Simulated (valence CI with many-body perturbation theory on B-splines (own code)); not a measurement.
**Valence orbitals of Ar¹⁰⁺**

Computed by configuration interaction combined with many-body perturbation theory (CI+MBPT): six valence electrons over a frozen Dirac-Fock core [He], a basis of 9 s, 9 p, 8 d, 6 f, 3 g, 1 h functions for each j, with the one-electron correlation potential Σ1, the two-electron term Σ2, the three-electron term Σ3, Breit, model QED; selected CI, second order for the rest, scaled by the run's own slope (own B-spline code, finite nucleus).

No measured spectrum was set against this ion. As an estimate, levels of excited configurations hold to 0.05 to 0.15 % of their energy, terms of the ground configuration to about 0.5 %. Among the levels kept, up to 3000 cm⁻¹ of a level comes from second order outside the variational space, and about a tenth of that is noise between levels of different J, which matters for small intervals.

These are the spectroscopic orbitals of the CI (the correlating ones are not listed), shaped by the core and the other valence electrons. h is the expectation value of the core's Dirac-Fock operator, without the valence repulsion; Σ1 is computed up to l = 3 at one energy for each symmetry, that of its lowest orbital but kept below the first core excitation, so for empty shells it is not the orbital's own correlation shift; Breit and QED include the response of the core.

```
Orbital  h (hartree)  Σ1 (cm⁻¹)  Breit (cm⁻¹)  QED (cm⁻¹)  ⟨r⟩ (bohr)
  2s1/2      -33.468       -993          1076         778      0.3910
  3s1/2      -14.237       -197           251         185      0.9822
  4s1/2      -7.7905      -70.1          93.1        69.2       1.857
  5s1/2      -4.9101      -33.2          44.8        33.4       3.001
  2p1/2      -32.166      -2102          1949       -56.5      0.3483
  3p1/2      -13.788       -405           461       -13.4      0.9711
  4p1/2      -7.5907       -146           175        -5.1       1.877
  5p1/2      -4.8063      -69.9          85.3        -2.5       3.050
  2p3/2       -32.04      -2045           872        -5.7      0.3503
  3p3/2      -13.753       -395           202        -1.3      0.9739
  4p3/2      -7.5763       -142          76.2        -0.5       1.881
  5p3/2       -4.799      -68.2          37.1        -0.2       3.055
  3d3/2      -13.311       -101           6.8        -1.6      0.8899
  4d3/2      -7.4051      -43.8           3.7        -0.6       1.829
  5d3/2      -4.7135      -22.6           2.0        -0.3       3.037
  3d5/2      -13.302       -101           2.0         1.2      0.8905
  4d5/2      -7.4013      -43.4           1.1         0.5       1.830
  5d5/2      -4.7115      -22.4           0.6         0.2       3.038
  4f5/2      -7.2435       -5.7           0.0        -0.2       1.628
  5f5/2      -4.6374       -3.3           0.0        -0.1       2.850
  4f7/2       -7.242       -5.7           0.0         0.2       1.628
  5f7/2      -4.6366       -3.3           0.0         0.1       2.850
  5g7/2      -4.6215                      0.0        -0.1       2.499
  5g9/2      -4.6211                      0.0         0.1       2.499
```

Among the shells of the start configuration 2s2 2p4, Σ1 is largest in size for 2p1/2, where it is 0.030 % of h.

Lowest root of each symmetry, sizes in configuration state functions:

| J | Parity | Roots | Reference | Variational | Second order | Change by selected CI (cm⁻¹) | Change by second order (cm⁻¹) |
| --- | --- | --- | --- | --- | --- | --- | --- |
| 0 | even | 8 | 30 | 61429 | 1533538 | -40495 | -63 |
| 1 | even | 11 | 67 | 59966 | 2826396 | -39971 | -568 |
| 2 | even | 12 | 76 | 59879 | 3798626 | -39874 | -700 |
| 3 | even | 6 | 53 | 60875 | 5800430 | -50377 | -1042 |
| 4 | even | 2 | 28 | 59945 | 5475392 | -51850 | -1738 |
| 0 | odd | 5 | 24 | 62650 | 1773193 | -45379 | -100 |
| 1 | odd | 9 | 61 | 59599 | 3437572 | -45134 | -354 |
| 2 | odd | 9 | 66 | 59931 | 4888434 | -44093 | -1390 |
| 3 | odd | 6 | 49 | 60734 | 5505973 | -52414 | -2244 |
| 4 | odd | 5 | 28 | 61767 | 6323193 | -53751 | -1034 |
| 5 | odd | 2 | 12 | 82905 | 5972356 | -55588 | -973 |
